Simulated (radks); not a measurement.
Polarisability of neutral samarium, [Xe] 4f6 6s2, at imaginary frequency. All-electron calculation, scalar-relativistic Kohn-Sham, exchange-only LDA, spin-polarised, spherical densities, finite nucleus; open shells are filled with parallel spins first (spin-orbit coupling, left out, can overturn this in heavy ions); Fermi nuclear charge, rms radius 5.0819 fm. Program: a radial shooting solver on a logarithmic mesh with Libxc functionals. Response by self-consistent Sternheimer equations with the Hartree and adiabatic exchange-only LDA kernel, the relativistic mass of each level held fixed and spin-orbit coupling left out.

| w (hartree) | alpha1(iw) (bohr^3) |
|---|---|
| 0.00266 | 195.4 |
| 0.0143 | 191.6 |
| 0.0360 | 173.7 |
| 0.0697 | 135.6 |
| 0.118 | 89.50 |
| 0.186 | 53.13 |
| 0.280 | 30.83 |
| 0.413 | 18.45 |
| 0.605 | 11.51 |
| 0.892 | 7.256 |
| 1.35 | 4.374 |
| 2.12 | 2.387 |
| 3.59 | 1.125 |
| 6.94 | 0.4171 |
| 17.5 | 0.09269 |

Static values: alpha1 = 195.5 bohr^3 (28.97 angstrom^3; uncoupled 390.3). C6 = 3196, triple-dipole C9 = 447700 atomic units. One-pole (London) frequency 4 C6 / (3 alpha1^2) = 0.111 hartree, against 0.099 for minus the highest occupied eigenvalue. Recommended static value: 192 bohr^3 (Schwerdtfeger and Nagle, 2023 table).
